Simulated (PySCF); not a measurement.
Identify the unknown among the candidates.

All candidates are C4H12Si2.

- Polarisability: 102.4 au [PBE0/def2-SVPD]
- Triplet: lowest triplet excitation (Tamm–Dancoff): 5.65 eV [TDA PBE0/def2-SVPD]
- 13C NMR: chemical shifts (computed TMS as zero) by class: 39.2 (1 C), 27.8 (1 C), 21.6 (1 C), 14.5 (1 C) ppm [GIAO PBE0/pcSseg-1]
- Rotational structure: rotational constants A, B, C: 3.416, 1.841, 1.296 GHz [GFN2-xTB]
- Dipole: 0.92 D [PBE0/def2-SVPD]
- UV, first state: lowest singlet excitation: 6.25 eV (198 nm, f = 0.009) [TDDFT PBE0/def2-SVPD]

Gas-phase values; electronic properties from PySCF, density fitting. Levels stand in brackets. One conformer (not necessarily the lowest) at the GFN2-xTB geometry, without solvent, vibrations or thermal averaging. NMR classes are plain means over equivalent atoms (diastereotopic ones count apart unless rotation or inversion swaps them), as if these changed places fast.

Problem. Which candidate is it?
A. `C=C[SiH2][C@H](C)[SiH3]`
B. `C[Si]1(C)C[SiH2]C1`
C. `C[C@@H]1CC[SiH2][SiH2]1`
D. `C=C(C)[SiH2]C[SiH3]`

Solution. C. It is `C[C@@H]1CC[SiH2][SiH2]1`. Numbering: `[CH3:1][C@@H:2]1[CH2:3][CH2:4][SiH2:5][SiH2:6]1`. Its formula, C4H12Si2, gives 1 degree of unsaturation: 1 ring and 0 π bonds in the structure found. 4 carbons fall into 4 classes; from least to most shielded: ring CH2 carbon [C3] (39.2 ppm), ring sp3 carbon bound to silicon [C2] (27.8 ppm), methyl carbon [C1] (21.6 ppm), ring sp3 carbon bound to silicon [C4] (14.5 ppm). The optimised geometry has point group C1 and is an asymmetric top.

The others, at the same levels:
- `C=C[SiH2][C@H](C)[SiH3]` fails: its computed 13C shifts are 142.6 (1 C), 141.8 (1 C), 15.4 (1 C), 2.3 (1 C) ppm, rotational constant A is 3.184 GHz (against 3.416 GHz) and smallest rotational constant is 1.030 GHz (against 1.296 GHz).
- `C=C(C)[SiH2]C[SiH3]` fails: its computed 13C shifts are 150.5 (1 C), 136.1 (1 C), 26.8 (1 C), -13.6 (1 C) ppm, lowest singlet excitation is 6.68 eV (186 nm, f = 0.004) (against 6.25 eV) and lowest triplet excitation (Tamm–Dancoff) is 4.26 eV (against 5.65 eV).
- `C[Si]1(C)C[SiH2]C1` fails: it has 2 carbon classes against 4; its computed 13C shifts are 2.4 (2 C), 1.1 (2 C) ppm and smallest rotational constant is 1.432 GHz (against 1.296 GHz).

Each candidate is one conformer, not necessarily the lowest. Dipoles, sizes and rotational constants follow the conformer. The torsions of the flexible species, by atom-mapped SMILES:
- `[CH2:1]=[CH:2][SiH2:3][C@H:4]([CH3:5])[SiH3:6]`: C1–C2–Si3–C4 107°, C2–Si3–C4–C5 176°
- `[CH2:1]=[C:2]([CH3:3])[SiH2:4][CH2:5][SiH3:6]`: C1–C2–Si4–C5 -116°, C2–Si4–C5–Si6 55°

The conformers of `C[C@@H]1CC[SiH2][SiH2]1` aren't listed.
